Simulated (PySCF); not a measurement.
**Vibration and rotation of HgCl**

PBE0 constants of HgCl, ²Σ⁺ (doublet), unpaired electrons σ ↑ (PySCF, scalar-relativistic core potentials, basis sets Hg cc-pVDZ-PP with ECP60, Cl cc-pV(D+d)Z; masses 201.9706 and 34.9689 u):

| Property | Result |
| --- | --- |
| ωe | 260.3 cm⁻¹ |
| ωexe | 1.81 cm⁻¹ |
| Be | 0.097019 cm⁻¹ |
| αe | 0.000713 cm⁻¹ |
| D (centrifugal) | 5.39e-08 cm⁻¹ |
| De to Hg + Cl | 1.07 eV |

(1) Give the vibrational terms G(v) and spacings up to v = 6.

(2) How well does the Morse estimate ωe²/(4ωexe) reproduce De, and what is D0?

Spin–orbit coupling is left out, which matters for elements this heavy, above all for dissociation energies. The state is the lowest determinant that a PBE0 search found; another state may lie lower at other levels.

Answers

(1) G(v) = ωe(v+½) − ωexe(v+½)².

```json
{"v": "0", "G(v) (cm⁻¹)": "130", "G(v) − G(v−1)": "", "Bv (cm⁻¹)": "0.09666"}
{"v": "1", "G(v) (cm⁻¹)": "386", "G(v) − G(v−1)": "257", "Bv (cm⁻¹)": "0.09595"}
{"v": "2", "G(v) (cm⁻¹)": "639", "G(v) − G(v−1)": "253", "Bv (cm⁻¹)": "0.09524"}
{"v": "3", "G(v) (cm⁻¹)": "889", "G(v) − G(v−1)": "249", "Bv (cm⁻¹)": "0.09452"}
{"v": "4", "G(v) (cm⁻¹)": "1135", "G(v) − G(v−1)": "246", "Bv (cm⁻¹)": "0.09381"}
{"v": "5", "G(v) (cm⁻¹)": "1377", "G(v) − G(v−1)": "242", "Bv (cm⁻¹)": "0.09310"}
{"v": "6", "G(v) (cm⁻¹)": "1615", "G(v) − G(v−1)": "239", "Bv (cm⁻¹)": "0.09238"}
```

(2) It gives 1.16 eV, 108 % of the computed De. D0 = De − G(0) = 1.07 − 0.02 = 1.05 eV.
